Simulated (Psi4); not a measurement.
Input file for Psi4: SAPT0/aug-cc-pVDZ on CH7GeNO (a complex), monomers drawn apart or pushed together.

```
memory 1800 MB

molecule dimer {
0 1
Ge   -0.15182131   -0.51402076   -0.00192693
H    -1.49489666    0.14345315    0.32297864
H     0.05049723   -0.53408449   -1.53086324
H    -0.07597583   -1.94448337    0.53690278
H     0.99626272    0.32648531    0.59237580
--
0 1
N     1.41364926    1.02352445    6.23234143
C     0.28979411    0.34309915    6.55651117
O    -0.45766960   -0.18221519    5.76033280
H     1.67239451    1.11746175    5.26253863
H     1.99285206    1.43825623    6.94037770
H     0.11211300    0.30996439    7.64653633
units angstrom
symmetry c1
no_reorient
no_com
}

set {
  basis aug-cc-pVDZ
  scf_type df
  freeze_core true
}

energy('sapt0')
```

Program output:

```
[...]
==> Input File <==

--------------------------------------------------------------------------
memory 1800 MB

molecule dimer {
0 1
Ge   -0.15182131   -0.51402076   -0.00192693
H    -1.49489666    0.14345315    0.32297864
H     0.05049723   -0.53408449   -1.53086324
H    -0.07597583   -1.94448337    0.53690278
H     0.99626272    0.32648531    0.59237580
--
0 1
N     1.41364926    1.02352445    6.23234143
C     0.28979411    0.34309915    6.55651117
O    -0.45766960   -0.18221519    5.76033280
H     1.67239451    1.11746175    5.26253863
H     1.99285206    1.43825623    6.94037770
H     0.11211300    0.30996439    7.64653633
units angstrom
symmetry c1
no_reorient
no_com
}

set {
  basis aug-cc-pVDZ
  scf_type df
  freeze_core true
}

energy('sapt0')
--------------------------------------------------------------------------


   => Loading Basis Set <=

    Name: AUG-CC-PVDZ
    Role: ORBITAL
    Keyword: BASIS
    atoms 1         entry GE         line  2999 file aug-cc-pvdz.gbs
    atoms 2-5, 9-11 entry H          line    40 file aug-cc-pvdz.gbs
    atoms 6         entry N          line   218 file aug-cc-pvdz.gbs
    atoms 7         entry C          line   182 file aug-cc-pvdz.gbs
    atoms 8         entry O          line   254 file aug-cc-pvdz.gbs

   => Loading Basis Set <=

    Name: AUG-CC-PVDZ
    Role: ORBITAL
    Keyword: BASIS
    atoms 1         entry GE         line  2999 file aug-cc-pvdz.gbs
    atoms 2-5, 9-11 entry H          line    40 file aug-cc-pvdz.gbs
    atoms 6         entry N          line   218 file aug-cc-pvdz.gbs
    atoms 7         entry C          line   182 file aug-cc-pvdz.gbs
    atoms 8         entry O          line   254 file aug-cc-pvdz.gbs


  //>>>>>>>>>>>>>>>>>>>>>>>>>>>>>>>>>>>//
  //              Dimer HF             //
  //<<<<<<<<<<<<<<<<<<<<<<<<<<<<<<<<<<<//

   => Libint2 <=

    Primary   basis highest AM E, G, H:  7, 6, 3
    Auxiliary basis highest AM E, G, H:  7, 7, 4
    Onebody   basis highest AM E, G, H:  -, -, -
    Solid Harmonics ordering:            Gaussian


   => Loading Basis Set <=

    Name: AUG-CC-PVDZ
    Role: ORBITAL
    Keyword: BASIS
    atoms 1         entry GE         line  2999 file aug-cc-pvdz.gbs
    atoms 2-5, 9-11 entry H          line    40 file aug-cc-pvdz.gbs
    atoms 6         entry N          line   218 file aug-cc-pvdz.gbs
    atoms 7         entry C          line   182 file aug-cc-pvdz.gbs
    atoms 8         entry O          line   254 file aug-cc-pvdz.gbs


         ---------------------------------------------------------
                                   SCF
               by Justin Turney, Rob Parrish, Andy Simmonett
                          and Daniel G. A. Smith
                              RHF Reference
                        1 Threads,   1716 MiB Core
         ---------------------------------------------------------

  ==> Geometry <==

    Molecular point group: c1
    Full point group: C1

    Geometry (in Angstrom), charge = 0, multiplicity = 1:

       Center              X                  Y                   Z               Mass
    ------------   -----------------  -----------------  -----------------  -----------------
         GE          -0.151821310000    -0.514020760000    -0.001926930000    73.921177761000
         H           -1.494896660000     0.143453150000     0.322978640000     1.007825032230
         H            0.050497230000    -0.534084490000    -1.530863240000     1.007825032230
         H           -0.075975830000    -1.944483370000     0.536902780000     1.007825032230
         H            0.996262720000     0.326485310000     0.592375800000     1.007825032230
         N            1.413649260000     1.023524450000     6.232341430000    14.003074004430
         C            0.289794110000     0.343099150000     6.556511170000    12.000000000000
         O           -0.457669600000    -0.182215190000     5.760332800000    15.994914619570
         H            1.672394510000     1.117461750000     5.262538630000     1.007825032230
         H            1.992852060000     1.438256230000     6.940377700000     1.007825032230
         H            0.112113000000     0.309964390000     7.646536330000     1.007825032230

  Running in c1 symmetry.

  Rotational constants: A =      0.24135  B =      0.00959  C =      0.00933 [cm^-1]
  Rotational constants: A =   7235.46219  B =    287.56519  C =    279.74067 [MHz]
  Nuclear repulsion =  188.706230879181987

  Charge       = 0
  Multiplicity = 1
  Electrons    = 60
  Nalpha       = 30
  Nbeta        = 30

  ==> Algorithm <==

  SCF Algorithm Type is DF.
  DIIS enabled.
  MOM disabled.
  Fractional occupation disabled.
  Guess Type is SAD.
  Energy threshold   = 1.00e-08
  Density threshold  = 1.00e-08
  Integral threshold = 1.00e-12

  ==> Primary Basis <==

  Basis Set: AUG-CC-PVDZ
    Blend: AUG-CC-PVDZ
    Number of shells: 76
    Number of basis functions: 168
    Number of Cartesian functions: 177
    Spherical Harmonics?: true
    Max
[...]
    A
    DOCC [    12 ]
    NA   [    12 ]
    NB   [    12 ]

  @DF-RHF Final Energy:  -168.96356817344008

   => Energetics <=

    Nuclear Repulsion Energy =             71.3409087725828499
    One-Electron Energy =                -371.6849954579159885
    Two-Electron Energy =                 131.3805185118930581
    Total Energy =                       -168.9635681734400805

Computation Completed


Properties will be evaluated at   0.000000,   0.000000,   0.000000 [a0]

Properties computed using the SCF density matrix


 Multipole Moments:

 ------------------------------------------------------------------------------------
     Multipole            Electronic (a.u.)      Nuclear  (a.u.)        Total (a.u.)
 ------------------------------------------------------------------------------------

 L = 1.  Multiply by 2.5417464519 to convert [e a0] to [Debye]
 Dipole X            :        -20.9425072           22.2048720            1.2623648
 Dipole Y            :        -19.2447920           20.0901072            0.8453152
 Dipole Z            :       -280.6373599          281.3756320            0.7382721
 Magnitude           :                                                    1.6891324

 ------------------------------------------------------------------------------------

  Constructing Basis Sets for SAPT...

   => Loading Basis Set <=

    Name: (AUG-CC-PVDZ AUX)
    Role: RIFIT
    Keyword: DF_BASIS_SAPT
    atoms 1         entry GE         line   760 file aug-cc-pvdz-ri.gbs
    atoms 2-5, 9-11 entry H          line    30 file aug-cc-pvdz-ri.gbs
    atoms 6         entry N          line   158 file aug-cc-pvdz-ri.gbs
    atoms 7         entry C          line   112 file aug-cc-pvdz-ri.gbs
    atoms 8         entry O          line   204 file aug-cc-pvdz-ri.gbs

   => Loading Basis Set <=

    Name: (AUG-CC-PVDZ AUX)
    Role: JKFIT
    Keyword: DF_BASIS_ELST
    atoms 1         entry GE         line  1047 file aug-cc-pvdz-jkfit.gbs
    atoms 2-5, 9-11 entry H          line    70 file aug-cc-pvdz-jkfit.gbs
    atoms 6         entry N          line   212 file aug-cc-pvdz-jkfit.gbs
    atoms 7         entry C          line   154 file aug-cc-pvdz-jkfit.gbs
    atoms 8         entry O          line   270 file aug-cc-pvdz-jkfit.gbs


  //>>>>>>>>>>>>>>>>>>>>>>>>>>>>>>>>>>>//
  //               SAPT0               //
  //<<<<<<<<<<<<<<<<<<<<<<<<<<<<<<<<<<<//



        SAPT0
    Ed Hohenstein
     6 June 2009

      Orbital Information
  --------------------------
    NSO        =       168
    NMO        =       168
    NRI        =       507
    NRI (Elst) =       676
    NOCC A     =        18
    NOCC B     =        12
    FOCC A     =         9
    FOCC B     =         3
    NVIR A     =       150
    NVIR B     =       156

    Elst10,r            =    -0.000218478128 [Eh]
    Exch10              =     0.000001327467 [Eh]
    Exch10 (S^2)        =     0.000001327464 [Eh]

    Maxiter = 50
    CPHF R converge = 1.000000E-08

    Iter     Energy [mEh]          dE [mEh]         Residual      Time [s]
       1      -0.03206017       0.032060170     8.680481e-04             1
       2      -0.03832082       0.006260645     1.735846e-04             1
       3      -0.03891354       0.000592721     3.700820e-05             1
       4      -0.03883298      -0.000080561     9.366567e-06             1
       5      -0.03881214      -0.000020830     1.123006e-06             1
       6      -0.03881576       0.000003616     2.066915e-07             1
       7      -0.03881542      -0.000000338     3.326925e-08             1
       8      -0.03881545       0.000000023     3.377267e-09             1

    CHF Iterations converged

    Maxiter = 50
    CPHF R converge = 1.000000E-08

    Iter     Energy [mEh]          dE [mEh]         Residual      Time [s]
       1      -0.00039154       0.000391539     1.692364e-04             0
       2      -0.00041349       0.000021946     6.675668e-05             0
       3      -0.00046492       0.000051432     1.939818e-05             0
       4      -0.00046297      -0.000001951     8.472582e-06             1
       5      -0.00046146      -0.000001507     2.743124e-06             1
       6      -0.00046172       0.000000263     8.961252e-07             1
       7      -0.00046192       0.000000202     1.578654e-07             1
       8      -0.00046191      -0.000000019     4.912422e-08             1
       9      -0.00046190      -0.000000006     1.020482e-08             1
      10      -0.00046190       0.000000001     2.780142e-09             1

    CHF Iterations converged

    Ind20,r (A<-B)      =    -0.000038815446 [Eh]
    Ind20,r (B<-A)      =    -0.000000461900 [Eh]
    Ind20,r             =    -0.000039277346 [Eh]
    Exch-Ind20,r (A<-B) =     0.000000110325 [Eh]
    Exch-Ind20,r (B<-A) =     0.000000155586 [Eh]
    Exch-Ind20,r        =     0.000000265911 [Eh]
    Disp20              =    -0.000143877395 [Eh]
    Disp20 (SS)         =    -0.000071938697 [Eh]
    Disp20 (OS)         =    -0.000071938697 [Eh]
    Exch-Disp20         =     0.000000273058 [Eh]
    Exch-Disp20 (SS)    =     0.000000208094 [Eh]
    Exch-Disp20 (OS)    =     0.000000064964 [Eh]

    SAPT Results
  --------------------------------------------------------------------------------------------------------
    Electrostatics                 -0.21847813 [mEh]      -0.13709710 [kcal/mol]      -0.57361425 [kJ/mol]
      Elst10,r                     -0.21847813 [mEh]      -0.13709710 [kcal/mol]      -0.57361425 [kJ/mol]

    Exchange                        0.00132747 [mEh]       0.00083300 [kcal/mol]       0.00348527 [kJ/mol]
      Exch10                        0.00132747 [mEh]       0.00083300 [kcal/mol]       0.00348527 [kJ/mol]
      Exch10(S^2)                   0.00132746 [mEh]       0.00083300 [kcal/mol]       0.00348526 [kJ/mol]

    Induction                      -0.03915571 [mEh]      -0.02457058 [kcal/mol]      -0.10280331 [kJ/mol]
      Ind20,r                      -0.03927735 [mEh]      -0.02464691 [kcal/mol]      -0.10312266 [kJ/mol]
      Exch-Ind20,r                  0.00026591 [mEh]       0.00016686 [kcal/mol]       0.00069815 [kJ/mol]
      delta HF,r (2)               -0.00014428 [mEh]      -0.00009054 [kcal/mol]      -0.00037881 [kJ/mol]

    Dispersion                     -0.14360434 [mEh]      -0.09011308 [kcal/mol]      -0.37703313 [kJ/mol]
      Disp20                       -0.14387739 [mEh]      -0.09028443 [kcal/mol]      -0.37775005 [kJ/mol]
      Exch-Disp20                   0.00027306 [mEh]       0.00017135 [kcal/mol]       0.00071691 [kJ/mol]
      Disp20 (SS)                  -0.07193870 [mEh]      -0.04514221 [kcal/mol]      -0.18887502 [kJ/mol]
      Disp20 (OS)                  -0.07193870 [mEh]      -0.04514221 [kcal/mol]      -0.18887502 [kJ/mol]
      Exch-Disp20 (SS)              0.00020809 [mEh]       0.00013058 [kcal/mol]       0.00054635 [kJ/mol]
      Exch-Disp20 (OS)              0.00006496 [mEh]       0.00004077 [kcal/mol]       0.00017056 [kJ/mol]

  Total HF                         -0.25630638 [mEh]      -0.16083468 [kcal/mol]      -0.67293230 [kJ/mol]
  Total SAPT0                      -0.39991071 [mEh]      -0.25094776 [kcal/mol]      -1.04996543 [kJ/mol]

  Special recipe for scaled SAPT0 (see Manual):
    Electrostatics sSAPT0          -0.21847813 [mEh]      -0.13709710 [kcal/mol]      -0.57361425 [kJ/mol]
    Exchange sSAPT0                 0.00132747 [mEh]       0.00083300 [kcal/mol]       0.00348527 [kJ/mol]
    Induction sSAPT0               -0.03915571 [mEh]      -0.02457058 [kcal/mol]      -0.10280331 [kJ/mol]
    Dispersion sSAPT0              -0.14360434 [mEh]      -0.09011308 [kcal/mol]      -0.37703313 [kJ/mol]
  Total sSAPT0                     -0.39991071 [mEh]      -0.25094776 [kcal/mol]      -1.04996543 [kJ/mol]
  --------------------------------------------------------------------------------------------------------



*** Psi4 exiting successfully. Buy a developer a beer!
```

The run finished.

Cost: very roughly 30 core-seconds.
